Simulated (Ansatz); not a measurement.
The cluster Ga3H5. Total charge 0; singlet. Geometry r2SCAN-D4/def2-SVP.

Cartesian coordinates in Å:
```
Ga -0.254 -1.335 -1.421
Ga 0.916 0.665 0.193
Ga -1.684 -0.070 1.010
H -1.721 -1.249 -0.361
H -0.547 0.696 -0.691
H 2.129 0.493 -0.771
H 0.305 -0.863 0.653
H 0.856 1.663 1.388
```

LC-ωPBE has ω = 0.4 bohr⁻¹. HSE06 is defined as in plane-wave codes, on full-range PBE exchange. Another isomer (singlet) lies 0.10 eV lower at PBE0-D4/def2-TZVP; other spin states weren't run for this one.

Question: Estimate the orbital energies around the gap (eV) in Ansatz with PBE-D4/def2-TZVP, r2SCAN-D4/def2-TZVP, PBE0-D4/def2-TZVP, HSE06-D4/def2-TZVP, LC-ωPBE/def2-TZVP.

Answer: 
```
orbital  PBE-D4/def2-TZVP  r2SCAN-D4/def2-TZVP  PBE0-D4/def2-TZVP  HSE06-D4/def2-TZVP  LC-ωPBE/def2-TZVP
 HOMO−9            -19.50               -20.12             -22.90              -22.50             -25.13
 HOMO−8            -19.49               -20.10             -22.87              -22.47             -25.10
 HOMO−7            -19.45               -20.07             -22.87              -22.46             -25.08
 HOMO−6            -13.37               -13.91             -15.13              -14.69             -18.82
 HOMO−5            -10.31               -10.73             -11.74              -11.32             -14.93
 HOMO−4             -8.58                -8.88              -9.75               -9.33             -12.69
 HOMO−3             -7.80                -8.17              -8.97               -8.57             -11.60
 HOMO−2             -7.52                -7.90              -8.71               -8.32             -11.34
 HOMO−1             -7.01                -7.29              -8.05               -7.65             -10.64
   HOMO             -5.21                -5.43              -6.02               -5.64              -8.27
   LUMO             -2.11                -1.95              -1.39               -1.75               0.55
 LUMO+1             -2.03                -1.92              -1.32               -1.69               0.60
 LUMO+2             -1.97                -1.87              -1.29               -1.65               0.61
 LUMO+3             -1.09                -0.81              -0.36               -0.72               1.55
 LUMO+4             -0.67                -0.42              -0.04               -0.38               1.68
 LUMO+5              0.10                 0.49               0.81                0.44               2.75
```
